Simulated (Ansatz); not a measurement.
One change: `C#CSS[SiH2]C` becomes `C#CSS`.

Ansatz, PBE0-D4/def2-TZVP geometries, multiplicity 1. Each molecule was computed in one conformer, which needn't be the lowest.

```json
{"property": "LUMO energy (ωB97M-V/def2-TZVPP) / eV", "`C#CSS[SiH2]C`": "0.43"}
{"property": "HOMO–LUMO gap (PBE/def2-TZVPP) / eV", "`C#CSS[SiH2]C`": "3.09"}
{"property": "HOMO–LUMO gap (B3LYP/def2-TZVPP) / eV", "`C#CSS[SiH2]C`": "4.71"}
{"property": "LUMO energy (B3LYP/def2-TZVPP) / eV", "`C#CSS[SiH2]C`": "-1.81"}
{"property": "LUMO energy (PBE/def2-TZVPP) / eV", "`C#CSS[SiH2]C`": "-2.55"}
{"property": "HOMO energy (ωB97M-V/def2-TZVPP) / eV", "`C#CSS[SiH2]C`": "-8.81"}
```

Task: Give the same properties after the change, and the shifts. (Best estimate.)

Result: Computed: 
| property | `C#CSS` | shift |
| --- | --- | --- |
| LUMO energy (ωB97M-V/def2-TZVPP) / eV | 0.52 | 0.09 |
| HOMO–LUMO gap (PBE/def2-TZVPP) / eV | 3.36 | 0.27 |
| HOMO–LUMO gap (B3LYP/def2-TZVPP) / eV | 5.01 | 0.30 |
| LUMO energy (B3LYP/def2-TZVPP) / eV | -1.78 | 0.03 |
| LUMO energy (PBE/def2-TZVPP) / eV | -2.53 | 0.02 |
| HOMO energy (ωB97M-V/def2-TZVPP) / eV | -9.11 | -0.30 |

B3LYP here is the variant with VWN-RPA as its local correlation; programs differ in this.
